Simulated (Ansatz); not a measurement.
Consider the ligand exchange at the In–Br bond: `[OH][InH][Br]` + H–F → `[OH][InH][F]` + HBr.

Calculated with Ansatz (gas phase, PBE0-D4/def2-TZVP geometries, no zero-point term in ΔE). CCSD(T)/CBS adds triple-zeta CCSD(T) − MP2 to the extrapolated MP2 energy (def2 sets, frozen cores). This one scheme is used for every species. Functionals use def2-TZVPP. def2 core potentials past Kr. For Br, In outer-core shells are correlated without core-valence functions, which leaves a few kJ/mol of doubt a bond. Scalar relativity is left out up to krypton. One conformer a species, not always the lowest.

`[OH][InH][Br]`:

Z-matrix (Å, degrees):
```
In
O 1 1.973
Br 1 2.454 2 109.4
H 1 1.701 2 127.1 3 -180.0
H 2 0.960 1 113.2 3 180.0
```

H–F:

Cartesian coordinates in Å:
```
F 0.453 0.057 0.052
H -0.453 -0.057 -0.052
```

`[OH][InH][F]`:

```xyz
5

O    -0.601   -0.177    1.305
In    0.255    0.017   -0.454
F     1.676   -1.308   -0.521
H    -1.326    0.435    1.450
H    -0.005    1.033   -1.780
```

HBr:

```xyz
2

Br    0.635    0.213   -0.236
H    -0.635   -0.213    0.236
```

Question: Is it downhill or uphill in electronic energy at CCSD(T)/CBS, and by how much? (Estimate.)

Answer: The calculation gave: Uphill: ΔE = +77.5 kJ/mol.

Question: What do these levels give: PBE0-D4, MP2/def2-TZVPP, CCSD/def2-TZVPP, CCSD(T)/def2-TZVPP, HF/def2-QZVPP, SCS-MP2/def2-QZVPP? (An estimate is asked.)

Answer: Computed: PBE0-D4 78.9, MP2/def2-TZVPP 80.9, CCSD/def2-TZVPP 76.2, CCSD(T)/def2-TZVPP 75.2, HF/def2-QZVPP 79.8, SCS-MP2/def2-QZVPP 74.8 kJ/mol.

Largest T1 diagnostic among the species: 0.017.

From PBE to PBE0 (25 % exact exchange), in def2-TZVPP and without D4, ΔE moves by +10.9 kJ/mol. The D4 term adds +3.8 kJ/mol with B3LYP and +2.1 kJ/mol with PBE0; it sums over pairs of atoms, weighted by their polarisabilities, and B3LYP, whose exchange is more repulsive, gets the larger term.

B3LYP here is the variant with VWN-RPA as its local correlation; programs differ in this.
